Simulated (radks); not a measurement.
Values are calculated unless marked as measured or tabulated.
Ionisation of the copper ion Cu+, [Ar] 3d10, to [Ar] 3d9 as the strength of local exchange is varied. Level of theory: non-relativistic Kohn-Sham, Slater X-alpha exchange (alpha = 2/3 is LDA exchange), no correlation, spin-polarised, spherical densities, point nucleus (a radial shooting solver on a logarithmic mesh with Libxc functionals).

alpha  E(Cu+) (hartree)  exchange (hartree)  IE (eV)  -e of the level emptied (eV)  <r> of it (bohr)
0.586       -1627.52428           -53.88391   18.600                   11.524 (3d)             1.042
0.667       -1634.99163           -61.64864   20.046                   12.716 (3d)             1.017
0.734       -1641.19736           -68.12904   21.305                   13.768 (3d)            0.9974
0.8         -1647.33613           -74.56360   22.600                   14.864 (3d)            0.9789
0.823       -1649.48138           -76.81777   23.064                   15.260 (3d)            0.9727
0.889       -1655.65443           -83.32007   24.434                   16.436 (3d)            0.9555
0.982       -1664.39586           -92.56718   26.458                   18.196 (3d)            0.9327
?           -1665.99918           -94.26819   26.840                   18.530 (3d)            0.9287

Which alpha was used in the last row?

Answer. alpha = 0.999. NIST Atomic Spectra Database: 20.292 eV (measured). The Delta-SCF value meets it near alpha = 0.68. Open shells are spherical and high-spin; term and fine-structure splittings are not resolved.
